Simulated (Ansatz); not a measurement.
Relaxation of the cluster CrPb₁₂ with RKS PBE-D4/def2-SVP.

```sh
$ ansatz run in.yaml --threads 2 --pin off --events-out ev --progress --plain --max-ram 22528MiB --backend cuda --devices 0, --max-vram 18GiB
```

```yaml
crystal:
  periodic: [false, false, false]
  atoms:
    - {symbol: Cr, position_ang: [1.340640, -1.630040, -0.341860]}
    - {symbol: Pb, position_ang: [-1.693320, 0.370920, 3.235400]}
    - {symbol: Pb, position_ang: [2.388810, 0.157830, 1.542590]}
    - {symbol: Pb, position_ang: [-0.503580, 0.623020, 0.182750]}
    - {symbol: Pb, position_ang: [-0.039830, -1.943050, 2.084560]}
    - {symbol: Pb, position_ang: [2.722010, 0.501460, -1.646630]}
    - {symbol: Pb, position_ang: [-2.482130, -0.164660, -2.125460]}
    - {symbol: Pb, position_ang: [-3.085640, -1.089410, 0.881700]}
    - {symbol: Pb, position_ang: [-1.179560, -2.877510, -0.786260]}
    - {symbol: Pb, position_ang: [1.605690, 2.976830, -0.131310]}
    - {symbol: Pb, position_ang: [0.613730, 2.353770, 2.742100]}
    - {symbol: Pb, position_ang: [-0.076030, 1.921030, -2.643890]}
    - {symbol: Pb, position_ang: [0.389210, -1.200190, -2.993700]}
basis:
  gaussian: {orbitals: def2-SVP}
hamiltonian: {xc: pbe, dispersion: d4}
scf: {lower_state_search: "off"}
output: {orbitals: {seedname: orbitals}}
relax: {f_tol: 0.03, max_steps: 70}
```

Hardware: 2 threads of AMD EPYC 7R13 on a shared host and a share (18 GiB) of an NVIDIA H100 80GB HBM3. Wall time 33 s, peak host memory 1.1 GiB.

Positions (Å) and forces (eV/Å) at steps 1, 2, 3, 4, 5, 7 of 7:

```xyz
13
step=1 energy=-91417.7905 eV
Cr    1.341   -1.630   -0.342   -0.257    0.320    0.370
Pb   -1.693    0.371    3.235   -0.350   -0.017    0.560
Pb    2.389    0.158    1.543    0.497   -0.502    0.251
Pb   -0.504    0.623    0.183   -0.190    0.209   -0.071
Pb   -0.040   -1.943    2.085    0.479   -0.488    0.255
Pb    2.722    0.501   -1.647   -0.008   -0.383   -0.205
Pb   -2.482   -0.165   -2.125   -0.457   -0.213   -0.330
Pb   -3.086   -1.089    0.882   -0.775   -0.017    0.195
Pb   -1.180   -2.878   -0.786    0.351   -0.133   -0.263
Pb    1.606    2.977   -0.131    0.162    0.778    0.000
Pb    0.614    2.354    2.742    0.185    0.454    0.433
Pb   -0.076    1.921   -2.644    0.169    0.338   -0.485
Pb    0.389   -1.200   -2.994    0.194   -0.346   -0.712
13
step=2 energy=-91418.2419 eV
Cr    1.261   -1.539   -0.307   -0.011    0.050    0.457
Pb   -1.736    0.340    3.362    0.120   -0.121   -0.063
Pb    2.480    0.101    1.609   -0.243   -0.043   -0.094
Pb   -0.568    0.704    0.200    0.070   -0.052    0.113
Pb    0.018   -2.022    2.160    0.052    0.220   -0.154
Pb    2.697    0.447   -1.686   -0.129   -0.076    0.021
Pb   -2.536   -0.238   -2.216   -0.036   -0.107   -0.100
Pb   -3.214   -1.098    0.925   -0.024    0.005    0.043
Pb   -1.132   -2.880   -0.839    0.111    0.128   -0.012
Pb    1.642    3.107   -0.122    0.016    0.033    0.047
Pb    0.678    2.416    2.842    0.078   -0.152   -0.067
Pb   -0.025    1.947   -2.762    0.071    0.003   -0.147
Pb    0.435   -1.285   -3.167   -0.077    0.113   -0.044
13
step=3 energy=-91418.2978 eV
Cr    1.259   -1.530   -0.248    0.082   -0.077    0.178
Pb   -1.710    0.311    3.367    0.026   -0.072   -0.019
Pb    2.459    0.089    1.617   -0.061    0.049   -0.019
Pb   -0.568    0.702    0.191   -0.007    0.015    0.010
Pb    0.033   -1.999    2.165   -0.036    0.070   -0.014
Pb    2.657    0.427   -1.668   -0.031   -0.018   -0.017
Pb   -2.551   -0.261   -2.253   -0.068   -0.061   -0.010
Pb   -3.226   -1.089    0.926    0.057    0.046   -0.012
Pb   -1.103   -2.843   -0.833    0.020    0.033   -0.027
Pb    1.637    3.120   -0.121   -0.051   -0.054    0.020
Pb    0.702    2.384    2.844    0.052   -0.042   -0.034
Pb   -0.013    1.955   -2.809    0.061    0.049   -0.046
Pb    0.425   -1.268   -3.178   -0.045    0.062   -0.011
13
step=4 energy=-91418.3162 eV
Cr    1.288   -1.555   -0.188    0.049   -0.043   -0.081
Pb   -1.693    0.284    3.374   -0.023    0.013    0.037
Pb    2.454    0.094    1.628    0.034    0.007    0.031
Pb   -0.569    0.698    0.173   -0.010   -0.003   -0.088
Pb    0.035   -1.986    2.182   -0.004   -0.025    0.044
Pb    2.630    0.407   -1.658   -0.001   -0.028   -0.027
Pb   -2.583   -0.277   -2.282    0.035   -0.012    0.061
Pb   -3.216   -1.061    0.915   -0.008    0.060   -0.037
Pb   -1.078   -2.814   -0.833    0.013   -0.004   -0.045
Pb    1.609    3.111   -0.123   -0.068    0.012   -0.027
Pb    0.720    2.360    2.844   -0.008    0.031    0.033
Pb    0.000    1.977   -2.852    0.031   -0.039    0.075
Pb    0.403   -1.237   -3.179   -0.040    0.031    0.022
13
step=5 energy=-91418.3221 eV
Cr    1.307   -1.572   -0.186    0.008    0.017   -0.054
Pb   -1.691    0.280    3.381   -0.013    0.011    0.015
Pb    2.455    0.097    1.632    0.030   -0.019    0.026
Pb   -0.560    0.686    0.165   -0.004   -0.001   -0.035
Pb    0.037   -1.985    2.185    0.015   -0.029    0.023
Pb    2.627    0.396   -1.659    0.032   -0.028   -0.002
Pb   -2.584   -0.279   -2.279   -0.044   -0.015    0.016
Pb   -3.216   -1.031    0.907   -0.014    0.035   -0.007
Pb   -1.069   -2.808   -0.838    0.011   -0.034   -0.009
Pb    1.578    3.113   -0.126   -0.036    0.021   -0.005
Pb    0.718    2.359    2.849   -0.008    0.014    0.016
Pb    0.008    1.972   -2.848    0.024    0.047    0.000
Pb    0.391   -1.228   -3.181   -0.001   -0.020    0.016
13
step=7 energy=-91418.3277 eV
Cr    1.326   -1.575   -0.196    0.009    0.014   -0.004
Pb   -1.683    0.270    3.389    0.004   -0.004    0.001
Pb    2.466    0.088    1.642   -0.014   -0.007    0.002
Pb   -0.551    0.670    0.136    0.007   -0.008    0.006
Pb    0.049   -1.990    2.183   -0.001    0.011   -0.003
Pb    2.641    0.389   -1.654   -0.006    0.001    0.001
Pb   -2.605   -0.298   -2.277   -0.010   -0.006   -0.017
Pb   -3.220   -0.965    0.894   -0.012   -0.008    0.009
Pb   -1.065   -2.815   -0.829   -0.002   -0.001    0.011
Pb    1.512    3.123   -0.126    0.010    0.014    0.000
Pb    0.719    2.345    2.858    0.006   -0.012    0.004
Pb    0.036    1.982   -2.858    0.007    0.009   -0.015
Pb    0.375   -1.223   -3.162    0.001   -0.005    0.005
```

In the def2 sets Pb takes a core potential; there is no spin–orbit coupling. The restricted singlet is unstable: a solution with broken spin symmetry lies lower. Another isomer (singlet) lies 3.85 eV lower at PBE0-D4/def2-TZVP; other spin states weren't run for this one.
